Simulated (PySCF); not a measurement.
**Electron correlation in Rb³⁵⁺ (rubidium, charge +35)**

1s2, closed-shell 1S. Computed with PySCF 2.14 in an uncontracted even-tempered set (17 s from 53 bohr⁻², ratio 2.2; 7 p from 81 bohr⁻², ratio 2.4; 4 d from 240 bohr⁻², ratio 2.4; 3 f from 360 bohr⁻², ratio 2.4; 3 g from 550 bohr⁻², ratio 2.4), with the spin-free X2C one-electron Hamiltonian (Gaussian nucleus). Frozen: nothing; 2 electrons correlated; the 8 highest virtual orbitals of each spin left out.

With two correlated electrons CCSD is exact within the correlated space (frozen core and kept virtual orbitals).

```tsv
level	correlation energy (mhartree)
CCSD	-51.69
```

Diagnostics: T1 = 3.2e-06, D1 = 0.0000, largest double amplitude 0.001.

**Question.** Is a single reference adequate?

**Answer.** Yes, within this model without spin-orbit coupling: T1 lies below 0.03 and no double amplitude reaches 0.07.

At this charge the one-electron X2C treatment keeps the bare 1/r₁₂, with no two-electron picture change or Breit term. That inflates the 1s pair energies well beyond their four-component values; and a scalar Hamiltonian misses the large spin-orbit splitting of the p shells, which matters for ns² → np² pairs.
